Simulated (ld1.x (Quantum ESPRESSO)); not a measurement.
**manganese: PAW pseudisation with BP86, scalar-relativistic reference atom.**

The input file (ld1.x (Quantum ESPRESSO) 7.5):

```
&input
   title='Mn', zed=25., rel=1, dft='BP', iswitch=3,
   config='[Ar] 3d5 4s1 4p1',
   nld=3, rlderiv=1.60, eminld=-8.0, emaxld=5.0, deld=0.04
 /
 &inputp
   pseudotype=3, lpaw=.true., tm=.true., lloc=-1, rcloc=1.15,
   nlcc=.false.,
   which_augfun='PSQ', rmatch_augfun_nc=.true.,
   file_pseudopw='Mn.UPF', file_wfcaegen='ae.wfc', file_wfcncgen='nc.wfc', file_beta='beta', file_chi='chi', file_wfcusgen='us.wfc'
 /
6
3S  1  0   2.00   0.00  1.15  1.35  0.0
4S  2  0   1.00   0.00  1.15  1.35  0.0
3P  2  1   6.00   0.00  1.25  1.45  0.0
4P  3  1   1.00   0.00  1.25  1.45  0.0
3D  3  2   5.00   0.00  1.10  1.30  0.0
3D  3  2   0.00  -0.25  1.10  1.30  0.0
 &test
   configts(1)='3s2 3p6 3d5 4s1 4p1'
 /
```

Command:

```bash
ld1.x < Mn.in > Mn.out
```

Resulting log (shortened: banner, matrices, multipoles, cross overlaps and the repeated all-electron block are left out):

```
[... start of the log left out ...]
     s(4S/4S) =  1.000000  <r> =   3.0071  <r2> =   10.4777  r(max) =   2.4440
     s(4P/4P) =  1.000000  <r> =   4.1937  <r2> =   20.8022  r(max) =   3.2990

     ------------------------ End of All-electron run ------------------------

     --------------------- Generating PAW atomic setup --------------------

      Generating local potential from pseudized AE potential:
      Matching radius rcloc =   1.1500

      Local pseudo, rcloc= 1.140 Estimated cut-off energy=    18.97 Ry

      Computing core charge for PAW:

       r > 0.42 : true rho core
       r < 0.42 : rho core = a sin(br)/r    a=  39.93  b=   6.30

      Integrated core pseudo-charge :   3.56
      Wfc-us  3S rcutus= 1.358  Estimated cut-off energy=    29.08 Ry
      Wfc-us  4S rcutus= 1.358  Estimated cut-off energy=    58.89 Ry
      Wfc-us  3P rcutus= 1.464  Estimated cut-off energy=    39.21 Ry
      Wfc-us  4P rcutus= 1.464  Estimated cut-off energy=    73.03 Ry
      Wfc-us  3D rcutus= 1.292  Estimated cut-off energy=    68.59 Ry
      Wfc-us  3D rcutus= 1.292  Estimated cut-off energy=    70.38 Ry

     Required augmentation: PSQ   radius:    1.450000

     Q pseudized with Bessel functions
     Expected ecutrho=     360.2702 due to l1=  2   l2=  2

 %%%%%%%%%%%%%%%%%%%%%%%%%%%%%%%%%%%%%%%%%%%%%%%%%%%%%%%%%%%%%%%%%%%%%%%%%%%%%%
     Error in routine new_paw_hamiltonian (1):
     negative rho
 %%%%%%%%%%%%%%%%%%%%%%%%%%%%%%%%%%%%%%%%%%%%%%%%%%%%%%%%%%%%%%%%%%%%%%%%%%%%%%

     stopping ...
```

The run stopped because the spherical valence density built from the smooth waves and the augmentation charge turned negative at some radius.

The run took about 0.13 s on one core of a shared server CPU.
